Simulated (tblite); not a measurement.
Task: What does the GFN2-xTB structure of `ClC/C=C1/C[SiH2]1` look like in three dimensions?

Result: 
```xyz
13
C4H7ClSi angstrom
Cl     2.9260    0.0641    1.4823
C      2.0780    0.2167   -0.1017
C      0.8921   -0.6803   -0.1276
C     -0.3456   -0.2329   -0.0661
C     -1.7348   -0.8046   -0.0552
Si    -1.6427    1.0909    0.0471
H      1.7878    1.2627   -0.1958
H      2.8162   -0.0502   -0.8581
H      1.1068   -1.7435   -0.1671
H     -1.9903   -1.4001    0.8125
H     -2.0470   -1.2993   -0.9666
H     -1.8917    1.7256    1.3279
H     -1.9591    1.8511   -1.1495
```

Orientation and origin are arbitrary. Atoms count from 1 in this order. The 2 C–Si bonds span 1.857 Å (C4–Si6, drawn single) to 1.901 Å (C5–Si6, drawn single), a spread of 0.044 Å. The 3-membered ring C4–C5–Si6 has internal angles of 47.1° to 68.0°. The 3 C–C bonds span 1.317 Å (C3=C4, drawn double) to 1.502 Å (C4–C5, drawn single), a spread of 0.185 Å. Of the pairs four or more bonds apart, Si6···H7 is among the closest relative to their van der Waals radii: 3.44 Å, 104 % of the sum of Bondi's values.

Bonds between heavy atoms (Å): Cl1–C2 1.803, C2–C3 1.487, C3=C4 1.317, C4–C5 1.502, C5–Si6 1.901, C4–Si6 1.857.

The geometry is computed with GFN2-xTB (gas phase).

Point group: C1 (no symmetry element, even within 0.4 Å). Its GFN2-xTB frequencies are all real (lowest 41 cm⁻¹). The numbers are those of one conformer (Cl1–C2–C3–C4 108°). 3 starts were optimised and ended at 0.00, 0.00 and 0.10 kcal/mol (GFN2-xTB); the lowest of these is shown.
